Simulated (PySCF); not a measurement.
An unknown shows these calculated signals:

1H NMR (400 MHz, computed): δ 9.65 (t, 1H), 2.97 (d, 2H), 2.17 (q, 2H), 2.02 (s, 3H), 1.72 (s, 3H), 1.07 (t, 3H).

13C{1H} NMR (computed): δ 197.0 (CH), 145.5 (C), 126.1 (C), 53.8 (CH2), 34.0 (CH2), 21.4 (CH3), 18.4 (CH3), 15.6 (CH3).

Computational details: σ from GIAO-PBE0/pcSseg-1, geometry: GFN2-xTB, in PySCF 2.14 (no relativistic terms, one averaged value for each set of equivalent atoms, one computed conformer, in vacuum).

Referencing at the same level of theory: TMS for 1H (σref 31.72), 13C (σref 186.93).

Task: Which of these does the molecule contain: a non-aromatic C=C double bond, a CH3CH2 unit, a three-membered ring, a heteroaromatic ring, an aldehyde, a methoxy group?

Result: 
- A non-aromatic C=C double bond: yes.
- A CH3CH2 unit: yes (δC 15.6, 34.0; δH 1.07 (t), 2.17 (q)).
- A three-membered ring: no.
- A heteroaromatic ring: no.
- An aldehyde: yes (δC 197.0; δH 9.65 (t)).
- A methoxy group: no.

The data belong to `CC/C(C)=C(\C)CC=O`, C8H14O; they needn't prove each group on their own.

Carbon signals by region: 1 in the far downfield region (above 160 ppm), 2 in the sp2 and nitrile region (100–160 ppm), 1 at 50–100 ppm, 4 below 50 ppm. Above 160 ppm: 197.0, aldehyde carbonyl carbon.

Shifts are as computed. Against solution values, carbons near 30 ppm lie about +3 ppm off and those near 130 ppm about +5 ppm. Of 1211 compounds with measured shifts, 218 miss one by over three times the rms of a fit or turn the order of signals round; such compounds aren't used in these exercises. Multiplicities follow the n + 1 count of equivalent neighbours, as no J values were calculated; m marks all less simple cases, F and P coupling included.
